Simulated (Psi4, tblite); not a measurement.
Approach curve of the dimer C3H8 ··· H3Al (SMILES CCC and [AlH3]). Monomers: optimised at B3LYP-D3(BJ) (def2-TZVP), held rigid. Orientation: lowest of the rigid-body minima from ten starts at GFN2-xTB. Only R, the distance of the centres of mass, is varied, so the lowest point isn't the relaxed dimer.

Levels: GFN2-xTB (tblite); SCS-MP2/aug-cc-pVDZ = DF-SCS-MP2/aug-cc-pVDZ, frozen core, counterpoise-corrected in Psi4 1.11; SAPT0/jun-cc-pVDZ, frozen core (Psi4).

Interaction energies in kcal/mol:

```json
[
 {"R / Å": "2.34", "GFN2-xTB": "-1.87", "SCS-MP2/aug-cc-pVDZ": "24.25"},
 {"R / Å": "2.47", "GFN2-xTB": "-5.81", "SCS-MP2/aug-cc-pVDZ": "15.92"},
 {"R / Å": "2.73", "GFN2-xTB": "-9.13", "SCS-MP2/aug-cc-pVDZ": "6.04"},
 {"R / Å": "2.90", "GFN2-xTB": "-9.43", "SCS-MP2/aug-cc-pVDZ": "2.68"},
 {"R / Å": "3.13", "GFN2-xTB": "-8.64", "SCS-MP2/aug-cc-pVDZ": "0.33"},
 {"R / Å": "3.27", "GFN2-xTB": "-7.80", "SCS-MP2/aug-cc-pVDZ": "-0.36"},
 {"R / Å": "3.62", "GFN2-xTB": "-5.54", "SCS-MP2/aug-cc-pVDZ": "-0.91"},
 {"R / Å": "3.92", "GFN2-xTB": "-3.90", "SCS-MP2/aug-cc-pVDZ": "-0.82"},
 {"R / Å": "4.43", "GFN2-xTB": "-1.98", "SCS-MP2/aug-cc-pVDZ": "-0.49"},
 {"R / Å": "5.12", "GFN2-xTB": "-0.77", "SCS-MP2/aug-cc-pVDZ": "-0.21"},
 {"R / Å": "6.09", "GFN2-xTB": "-0.24", "SCS-MP2/aug-cc-pVDZ": "-0.06"},
 {"R / Å": "7.38", "GFN2-xTB": "-0.07", "SCS-MP2/aug-cc-pVDZ": "-0.01"}
]
```

### Question
Estimate the SAPT0/jun-cc-pVDZ values at these points.

### Answer
2.34: 18.99; 2.47: 12.23; 2.73: 4.31; 2.90: 1.68; 3.13: -0.11; 3.27: -0.61; 3.62: -0.93; 3.92: -0.80; 4.43: -0.48; 5.12: -0.20; 6.09: -0.06; 7.38: -0.01 (kcal/mol).
